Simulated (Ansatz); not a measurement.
One change: `O=C([SeH])O[SiH3]` becomes `O=C(O)O[SiH3]`.

Ansatz, PBE0-D4/def2-TZVP geometries, multiplicity 1. Each molecule was computed in one conformer, which needn't be the lowest.

Scalar relativity is left out up to krypton.

```json
{"property": "size of the dipole moment (B3LYP/def2-TZVPP) / D", "`O=C([SeH])O[SiH3]`": "2.12"}
{"property": "LUMO energy (PBE/def2-TZVPP) / eV", "`O=C([SeH])O[SiH3]`": "-1.38"}
{"property": "HOMO–LUMO gap (B3LYP/def2-TZVPP) / eV", "`O=C([SeH])O[SiH3]`": "6.65"}
{"property": "LUMO energy (ωB97M-V/def2-TZVPP) / eV", "`O=C([SeH])O[SiH3]`": "1.45"}
{"property": "size of the dipole moment (PBE/def2-TZVPP) / D", "`O=C([SeH])O[SiH3]`": "2.05"}
{"property": "HOMO–LUMO gap (ωB97M-V/def2-TZVPP) / eV", "`O=C([SeH])O[SiH3]`": "11.18"}
```

(1) Give the same properties after the change, and the shifts. (An estimate is asked.)

## Answers

(1) The calculation gave: 
| property | `O=C(O)O[SiH3]` | shift |
| --- | --- | --- |
| size of the dipole moment (B3LYP/def2-TZVPP) / D | 0.39 | -1.73 |
| LUMO energy (PBE/def2-TZVPP) / eV | -0.93 | 0.45 |
| HOMO–LUMO gap (B3LYP/def2-TZVPP) / eV | 8.17 | 1.52 |
| LUMO energy (ωB97M-V/def2-TZVPP) / eV | 1.59 | 0.14 |
| size of the dipole moment (PBE/def2-TZVPP) / D | 0.44 | -1.61 |
| HOMO–LUMO gap (ωB97M-V/def2-TZVPP) / eV | 12.82 | 1.64 |

With PBE0 the HOMO falls by 1.18 eV and the LUMO rises by 0.36 eV, so the gap widens by about 1.54 eV. PBE moves the HOMO by -0.61 eV and ωB97M-V by -1.50 eV. Dipoles are sizes alone; their direction can turn.

B3LYP here is the variant with VWN-RPA as its local correlation; programs differ in this.

Spin–orbit coupling is left out; it splits and shifts lone-pair levels of the heavy atoms by tenths of an eV.
